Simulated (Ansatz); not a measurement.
Geometry optimisation, Ansatz, RKS PBE0-D4/def2-SVP.

input.yaml

```yaml
crystal:
  periodic: [false, false, false]
  atoms:
    - { symbol: Al, position_ang: [0.22851, -0.036856, 0.115815] }
    - { symbol: H, position_ang: [-1.792772, 0.976996, -1.56615] }
    - { symbol: C, position_ang: [1.076363, 1.696784, 0.470066] }
    - { symbol: C, position_ang: [-1.082659, -0.863519, 1.317898] }
    - { symbol: H, position_ang: [-1.301116, 0.574844, -1.877343] }
    - { symbol: As, position_ang: [0.894471, -1.174074, -1.904618] }
    - { symbol: H, position_ang: [0.989678, 2.362505, -0.405514] }
    - { symbol: H, position_ang: [2.158627, 1.572148, 0.657616] }
    - { symbol: H, position_ang: [0.643464, 2.220332, 1.338048] }
    - { symbol: H, position_ang: [-1.477182, -0.169478, 2.079164] }
    - { symbol: H, position_ang: [-0.612768, -1.714222, 1.846698] }
    - { symbol: H, position_ang: [-1.936809, -1.280749, 0.75881] }
    - { symbol: H, position_ang: [0.057082, -2.413591, -1.588444] }
    - { symbol: H, position_ang: [2.155111, -1.75102, -1.242046] }
basis:
  gaussian: { orbitals: def2-SVP }
hamiltonian:
  xc: pbe0
  dispersion: d4
relax:
  f_tol: 0.03
  max_steps: 50
output:
  orbitals: {}
```

Command:

```bash
$ ansatz run input.yaml --threads 4 --pin off --max-ram 5120MiB --backend cpu --events-out ev --progress --plain --runs-dir out
```

Where does it end, and by what steps?

The forces met the threshold. The force dipped under the threshold on the way, but the program's further checks kept it going. After 15 steps the energy has fallen by 0.168 eV; H13 moved furthest, 0.73 Å.

```
step  energy less start (eV)  largest force component (eV/Å)  accepted
   0                  0.0000                           1.660       yes
   1                 -0.0764                           0.810       yes
   2                 -0.0827                           0.705       yes
   3                 -0.1021                           0.457       yes
   4                 -0.1267                           0.213       yes
   5                 -0.1386                           0.457       yes
   6                 -0.1491                           0.236       yes
   7                 -0.1588                           0.041       yes
   8                 -0.1542                           0.331        no
   9                 -0.1621                           0.028       yes
  10                 -0.1641                           0.117       yes
  11                 -0.1652                           0.102       yes
  12                 -0.1659                           0.102       yes
  13                 -0.1667                           0.094       yes
  14                 -0.1674                           0.056       yes
  15                 -0.1678                           0.025       yes
```

```xyz
14
Properties=species:S:1:pos:R:3
Al 0.097 -0.089 -0.029
H -1.660 1.185 -0.895
C 1.076 1.566 0.358
C -1.214 -0.847 1.217
H -1.404 0.846 -1.533
As 0.755 -1.381 -2.011
H 1.407 2.087 -0.557
H 1.991 1.331 0.933
H 0.492 2.277 0.965
H -1.746 -0.077 1.800
H -0.694 -1.495 1.945
H -1.965 -1.478 0.715
H 0.635 -2.699 -1.253
H 2.231 -1.223 -1.655
```

Whether the end is a true minimum wasn't checked by a vibrational analysis.

Run time: 60 s on 4 threads of Arm Neoverse N1 (shared host), peak memory 0.34 GiB.
